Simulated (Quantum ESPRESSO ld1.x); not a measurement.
The numbers below are computed, except where a source is named.
Te48+, 4 electrons, occupied as [He] 2s2 (the NIST ground configuration).

Code: ld1.x of Quantum ESPRESSO 7.5. Model: non-relativistic Kohn-Sham, LDA (Slater exchange, VWN5 correlation), spin-polarised, spherical densities, point nucleus; relativity is left out, which matters for an element this heavy.

Energy parts (hartree):
| part | energy |
|---|---|
| total | -3294.4479 |
| kinetic | 3294.0359 |
| electron-nucleus | -6673.1754 |
| Hartree | 121.9961 |
| exchange-correlation | -37.3046 |

Orbitals (lengths in bohr, moments of r in powers of bohr; r(max) is where P^2 peaks; r(90%) holds 90 % of the orbital's charge):
orbital  occ.  eigenvalue (hartree)     <r^2>  r(90%)  r(max)  <1/r>
1s          2            -1285.4574  0.001134  0.0518   0.019  51.59
2s          2             -306.9173   0.01649   0.181   0.103  12.58

The highest occupied level is 2s at -8351.6 eV. For comparison, the ionisation energy in NIST's Atomic Spectra Database is 8821 eV (theoretical). In exact Kohn-Sham theory the highest level is minus the ionisation energy, but local and semilocal functionals leave it too shallow, through self-interaction and a potential that decays too fast; potentials with the right tail come closer. Summed over all electrons, <r^2> = 0.03525 bohr^2, which gives a Langevin (diamagnetic) susceptibility term of -0.0279 x 10^-6 cm^3/mol.
